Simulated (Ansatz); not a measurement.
`[F][Sn][N]([SiH3])[SiH3]` + `BC(C)C` → `C[CH](C)[Sn][F]` + `BN([SiH3])[SiH3]` at 298.15 K and 1 bar (redistribution).

Isolated molecules relaxed with PBE0-D4/def2-TZVP in Ansatz; ΔE leaves out vibrations. CCSD(T)/CBS adds triple-zeta CCSD(T) − MP2 to the extrapolated MP2 energy (def2 sets, frozen cores). Elements past krypton have def2 core potentials. For Sn outer-core shells are correlated without core-valence functions, which leaves a few kJ/mol of doubt a bond. One conformer a species, not always the lowest.

```tsv
species	CCSD(T)/CBS energy (Eh)	H − E (kJ/mol)	S (J/(mol·K))
`[F][Sn][N]([SiH3])[SiH3]`	-950.39647	178.4	400.3
`BC(C)C`	-144.34943	314.8	307.5
`C[CH](C)[Sn][F]`	-432.22802	268.7	372.8
`BN([SiH3])[SiH3]`	-662.52490	227.7	348.6
```

H − E and S are ideal-gas, rigid-rotor, harmonic terms from PBE0-D4/def2-TZVP, for one conformer and one mirror image of each species. 1 Eh = 2625.50 kJ/mol, R = 8.31446 J/(mol·K).

Task: By hand: ΔE, ΔH, ΔS and ΔG.

Result: ΔE = (-432.22802) + (-662.52490) − (-950.39647) − (-144.34943) = -0.00702 Eh = -18.4 kJ/mol. Δ(H − E) = 268.7 + 227.7 − 178.4 − 314.8 = 3.2, so ΔH = -15.2 kJ/mol. ΔS = 372.8 + 348.6 − 400.3 − 307.5 = 13.6 J/(mol·K). ΔG = -15.2 − 298.15 × (13.6)/1000 = -19.3 kJ/mol.

Task: By hand: the equilibrium constant, and the temperature at which ΔG would vanish if ΔH and ΔS stayed fixed.

Result: log₁₀ K = −ΔG/(RT ln 10) = 3.4. ΔH and −TΔS have one sign here, so there is no such temperature.

The number of gas molecules stays the same, so ΔS is small and ΔH decides. A doubt of 5 kJ/mol in ΔE shifts log₁₀ K by 0.9 here. Other conformers and mirror images would add mixing entropy, several J/(mol·K) or more a flexible species. Modes under 60 cm⁻¹, often nearly free rotors, make the harmonic entropy too high. These are equilibria of isolated gas molecules and say nothing of rates. Largest T1 diagnostic: 0.016 (customary marks: 0.02 for closed shells, 0.045 for open ones).
